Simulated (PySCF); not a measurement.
Electronic structure of Zn²⁺ (zinc, charge +2) at the PBE0 level

Configuration: [Ar] 3d9 4s1, high-spin 3D determinant (an excited configuration). Computed with PySCF 2.14 in aug-cc-pVQZ-DK, with the spin-free X2C one-electron Hamiltonian (Gaussian nucleus).

```
Total energy                                                  : -1794.322 hartree
One-electron energy                                           : -2472.873 hartree
Hartree (Coulomb) energy                                      : 749.598 hartree
Exchange-correlation energy                                   : -71.047 hartree
⟨S²⟩                                                          : 2.0003
⟨L²⟩                                                          : 6.007
Sum of ⟨r⟩                                                    : 16.93 bohr
Sum of ⟨r²⟩                                                   : 18.12 bohr²
Traceless quadrupole moment −½Σ⟨3z² − r²⟩ along its main axis : -0.189 e·bohr²
Langevin diamagnetic susceptibility                           : -14.3 ×10⁻⁶ cm³/mol
Time after the integrals                                      : roughly 7 core-seconds
```

```tsv
shell	electrons	mean orbital energy (hartree)	spread (hartree)	rms radius, mean of both spins (bohr)
1s α	1	-352.76243	0	0.0580
1s β	1	-352.75868	0	0.0580
2s α	1	-44.35458	0	0.245
2s β	1	-44.32148	0	0.245
2p α	3	-38.55603	0.04819	0.219
2p β	3	-38.52915	0.02008	0.219
3s α	1	-6.11722	0	0.728
3s β	1	-6.04544	0	0.728
3p α	3	-4.36646	0.08818	0.768
3p β	3	-4.29281	0.01066	0.768
3d α	5	-1.53902	0.10425	0.938
3d β	4	-1.48310	0.06456	0.938
4s α	1	-0.99045	0	2.28
```

Densities and radii are taken from the X2C orbitals without a picture-change correction, which distorts them close to the nucleus.
